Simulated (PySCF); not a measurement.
C3H9GaO, singlet, geometry from GFN2-xTB (such geometries of metal compounds can be far from the true shape), with bond 11-8 at 1.8 times its length; CASSCF(8,7)/STO-3G run with PySCF.

Here is a job for PySCF.
```python
from pyscf import gto, scf, mcscf
import numpy

mol = gto.M(
    atom='''
Ga    0.079191   -0.256835    0.791716
H    -0.707529   -1.610415    0.940385
C     1.145023    0.795142    2.148471
H     2.188470    0.836124    1.829718
H     1.095985    0.364471    3.148712
H     0.762625    1.817429    2.177763
O     0.087914    0.531096   -0.751537
C    -0.328878    0.508240   -2.095239
C    -1.159979   -0.728288   -2.413214
H    -0.917510    1.413854   -2.290410
H     1.276631    0.552800   -3.245735
H    -2.042722   -0.745801   -1.772999
H    -1.468866   -0.723262   -3.455769
H    -0.568759   -1.622855   -2.214018
''',
    basis='sto-3g',
    charge=0,
    spin=0,
    verbose=4,
)

mf = scf.RHF(mol)
mf.kernel()
mc = mcscf.CASSCF(mf, 7, 8)
mc.fix_spin_(ss=0.0)
mc.kernel()
occ = numpy.linalg.eigvalsh(mc.fcisolver.make_rdm1(mc.ci, mc.ncas, mc.nelecas))[::-1]
ss = mc.fcisolver.spin_square(mc.ci, mc.ncas, mc.nelecas)[0]
print('natural occupations', occ.round(4), ' <S^2>', round(ss, 4))
```

What the program printed (banner, timings and long lists left out):

```
PySCF version 2.14.0

[INPUT] verbose = 4
[INPUT] num. atoms = 14
[INPUT] num. electrons = 66
[INPUT] charge = 0
[INPUT] spin (= nelec alpha-beta = 2S) = 0
[INPUT] symmetry False subgroup None
[INPUT] Mole.unit = angstrom
[INPUT] Symbol           X                Y                Z      unit          X                Y                Z       unit  Magmom
[...]
nuclear repulsion = 350.403784671602
number of shells = 29
number of NR pGTOs = 141
number of NR cGTOs = 47
basis = sto-3g
ecp = {}

******** <class 'pyscf.scf.hf.RHF'> ********
method = RHF
initial guess = minao
damping factor = 0
level_shift factor = 0
DIIS = <class 'pyscf.scf.diis.CDIIS'>
diis_start_cycle = 1
diis_space = 8
diis_damp = 0
SCF conv_tol = 1e-09
SCF conv_tol_grad = None
SCF max_cycles = 50
direct_scf = True
direct_scf_tol = 1e-13
Set gradient conv threshold to 3.16228e-05
Initial guess from minao.
init E= -2089.75962715153
[...]
cycle= 1 E= -2091.78722741423  delta_E= -2.03  |g|= 0.671  |ddm|=  4.2
[...]
cycle= 2 E= -2091.96575929594  delta_E= -0.179  |g|= 0.293  |ddm|= 1.46
[...]
cycle= 3 E= -2091.99329443206  delta_E= -0.0275  |g|= 0.0653  |ddm|= 0.438
[...]
cycle= 4 E= -2091.99517915721  delta_E= -0.00188  |g|= 0.0157  |ddm|= 0.11
[...]
cycle= 5 E= -2091.9954111514  delta_E= -0.000232  |g|= 0.00671  |ddm|= 0.05
[...]
cycle= 6 E= -2091.99545417081  delta_E= -4.3e-05  |g|= 0.00367  |ddm|= 0.0173
[...]
cycle= 7 E= -2091.9954824485  delta_E= -2.83e-05  |g|= 0.00172  |ddm|= 0.021
[...]
cycle= 8 E= -2091.99549120567  delta_E= -8.76e-06  |g|= 0.001  |ddm|= 0.0114
[...]
cycle= 9 E= -2091.9954949524  delta_E= -3.75e-06  |g|= 0.000435  |ddm|= 0.00959
[...]
cycle= 10 E= -2091.99549557791  delta_E= -6.26e-07  |g|= 0.000211  |ddm|= 0.00389
[...]
cycle= 11 E= -2091.99549569694  delta_E= -1.19e-07  |g|= 8.04e-05  |ddm|= 0.00175
[...]
cycle= 12 E= -2091.99549571313  delta_E= -1.62e-08  |g|= 2.08e-05  |ddm|= 0.00076
[...]
cycle= 13 E= -2091.99549571395  delta_E= -8.28e-10  |g|= 9.5e-06  |ddm|= 0.000137
[...]
Extra cycle  E= -2091.99549571412  delta_E= -1.61e-10  |g|= 7.55e-06  |ddm|= 2.99e-05
converged SCF energy = -2091.99549571412

******** <class 'pyscf.mcscf.mc1step.CASSCF'> ********
CAS (4e+4e, 7o), ncore = 29, nvir = 11
max_cycle_macro = 50
max_cycle_micro = 4
conv_tol = 1e-07
conv_tol_grad = None
orbital rotation max_stepsize = 0.02
orbital rotation threshold for CI restart = 0.01
augmented hessian ah_max_cycle = 30
augmented hessian ah_conv_tol = 1e-12
augmented hessian ah_linear dependence = 1e-14
augmented hessian ah_level shift = 1e-08
augmented hessian ah_start_tol = 2.5
augmented hessian ah_start_cycle = 3
augmented hessian ah_grad_trust_region = 3
kf_trust_region = 3
kf_interval = 4
ci_response_space = 4
ci_grad_trust_region = 3
with_dep4 0
natorb = False
canonicalization = True
sorting_mo_energy = False
ao2mo_level = 2
internal_rotation = False
******** <class 'pyscf.fci.addons.SpinPenaltyFCISolver'> ********
max. cycles = 50
conv_tol = 1e-08
davidson only = True
linear dependence = 1e-12
level shift = 0.001
max iter space = 12
nroots = 1
pspace_size = 400
spin = None
CASCI E = -2092.04746886064  S^2 = 0.0000000
Set conv_tol_grad to 0.000316228
macro iter   1 ( 21 JK    4 micro), CASSCF E = -2092.07801468627  dE = -3.05458256e-02  S^2 = 0.0000000
               |grad[o]|=0.0787  |grad[c]|=0.0773  |ddm|=0.112  |maxRot[o]|=0.172
macro iter   2 ( 21 JK    4 micro), CASSCF E = -2092.08268738806  dE = -4.67270179e-03  S^2 = 0.0000000
               |grad[o]|=0.0391  |grad[c]|=0.0614  |ddm|=0.0148  |maxRot[o]|=0.125
macro iter   3 ( 21 JK    4 micro), CASSCF E = -2092.08441485195  dE = -1.72746389e-03  S^2 = 0.0000000
               |grad[o]|=0.0269  |grad[c]|=0.0636  |ddm|=0.0157  |maxRot[o]|=0.116
macro iter   4 ( 21 JK    4 micro), CASSCF E = -2092.08878108114  dE = -4.36622919e-03  S^2 = 0.0000000
               |grad[o]|=0.0315  |grad[c]|=0.0277  |ddm|=0.0188  |maxRot[o]|= 0.22
[...]
macro iter  32 ( 21 JK    4 micro), CASSCF E = -2092.13749671748  dE = -8.00548534e-04  S^2 = 0.0000000
               |grad[o]|=0.00883  |grad[c]|=0.0165  |ddm|=0.0139  |maxRot[o]|=0.0377
macro iter  33 ( 21 JK    4 micro), CASSCF E = -2092.13877302892  dE = -1.27631144e-03  S^2 = 0.0000000
               |grad[o]|=0.00867  |grad[c]|=0.0136  |ddm|=0.0151  |maxRot[o]|=0.0492
macro iter  34 ( 21 JK    4 micro), CASSCF E = -2092.14142188405  dE = -2.64885513e-03  S^2 = 0.0000000
               |grad[o]|=0.00905  |grad[c]|=0.0127  |ddm|=0.0287  |maxRot[o]|=0.103
macro iter  35 ( 21 JK    4 micro), CASSCF E = -2092.14277973680  dE = -1.35785275e-03  S^2 = 0.0000000
               |grad[o]|=0.00811  |grad[c]|=0.0148  |ddm|=0.0447  |maxRot[o]|=0.0826
macro iter  36 ( 21 JK    4 micro), CASSCF E = -2092.14361124263  dE = -8.31505826e-04  S^2 = 0.0000000
               |grad[o]|=0.00644  |grad[c]|=0.011  |ddm|=0.0357  |maxRot[o]|=0.0815
macro iter  37 (  7 JK    2 micro), CASSCF E = -2092.14398405720  dE = -3.72814576e-04  S^2 = 0.0000000
               |grad[o]|=0.00454  |grad[c]|=0.0325  |ddm|= 0.15  |maxRot[o]|=0.0691
macro iter  38 (  7 JK    2 micro), CASSCF E = -2092.14414920750  dE = -1.65150294e-04  S^2 = 0.0000000
               |grad[o]|=0.00274  |grad[c]|=0.0437  |ddm|=0.257  |maxRot[o]|=0.0697
macro iter  39 (  7 JK    2 micro), CASSCF E = -2092.14431083326  dE = -1.61625760e-04  S^2 = 0.0000000
               |grad[o]|=0.00273  |grad[c]|=0.0473  |ddm|=0.272  |maxRot[o]|=0.0676
macro iter  40 (  7 JK    2 micro), CASSCF E = -2092.14446443009  dE = -1.53596835e-04  S^2 = 0.0000000
               |grad[o]|=0.00304  |grad[c]|=0.0432  |ddm|=0.236  |maxRot[o]|=0.0697
macro iter  41 (  7 JK    2 micro), CASSCF E = -2092.14460799888  dE = -1.43568787e-04  S^2 = 0.0000000
               |grad[o]|=0.00313  |grad[c]|=0.0389  |ddm|=0.196  |maxRot[o]|=0.0697
macro iter  42 (  7 JK    2 micro), CASSCF E = -2092.14474143152  dE = -1.33432641e-04  S^2 = 0.0000000
               |grad[o]|=0.00319  |grad[c]|=0.0335  |ddm|=0.169  |maxRot[o]|=0.0697
macro iter  43 (  7 JK    2 micro), CASSCF E = -2092.14485884167  dE = -1.17410153e-04  S^2 = 0.0000000
               |grad[o]|=0.00321  |grad[c]|=0.0293  |ddm|= 0.14  |maxRot[o]|=0.0698
macro iter  44 (  7 JK    2 micro), CASSCF E = -2092.14496061307  dE = -1.01771398e-04  S^2 = 0.0000000
               |grad[o]|=0.00331  |grad[c]|=0.0242  |ddm|=0.109  |maxRot[o]|=0.0698
macro iter  45 (  7 JK    2 micro), CASSCF E = -2092.14505181543  dE = -9.12023588e-05  S^2 = 0.0000000
               |grad[o]|=0.00337  |grad[c]|=0.0202  |ddm|=0.076  |maxRot[o]|=0.0698
macro iter  46 (  7 JK    2 micro), CASSCF E = -2092.14513590181  dE = -8.40863781e-05  S^2 = 0.0000000
               |grad[o]|=0.00338  |grad[c]|=0.0119  |ddm|=0.0251  |maxRot[o]|=0.0698
macro iter  47 (  7 JK    2 micro), CASSCF E = -2092.14523425729  dE = -9.83554819e-05  S^2 = 0.0000000
               |grad[o]|=0.00314  |grad[c]|=0.00697  |ddm|=0.00475  |maxRot[o]|=0.0698
macro iter  48 (  7 JK    2 micro), CASSCF E = -2092.14534873562  dE = -1.14478334e-04  S^2 = 0.0000000
               |grad[o]|=0.00315  |grad[c]|=0.00395  |ddm|=0.00292  |maxRot[o]|=0.0698
macro iter  49 (  7 JK    2 micro), CASSCF E = -2092.14549314908  dE = -1.44413453e-04  S^2 = 0.0000000
               |grad[o]|=0.00304  |grad[c]|=0.00164  |ddm|=0.00498  |maxRot[o]|=0.0698
macro iter  50 (  7 JK    2 micro), CASSCF E = -2092.14566087280  dE = -1.67723721e-04  S^2 = 0.0000000
               |grad[o]|=0.00303  |grad[c]|=0.00155  |ddm|=0.00594  |maxRot[o]|=0.0698
1-step CASSCF not converged,  50 macro (719 JK 154 micro) steps
CASSCF canonicalization
Density matrix diagonal elements [1.94157595 1.80618281 1.19231196 1.68935351 0.83373964 0.44812073
 0.0887154 ]
CASSCF energy = -2092.14566087280
CASCI E = -2092.14566087280  E(CI) = -13.2185187468003  S^2 = 0.0000000
natural occupations [1.9991 1.9685 1.7169 1.0009 0.9997 0.2825 0.0324]  <S^2> 0.0
```

The run did not converge; its last values are not results.
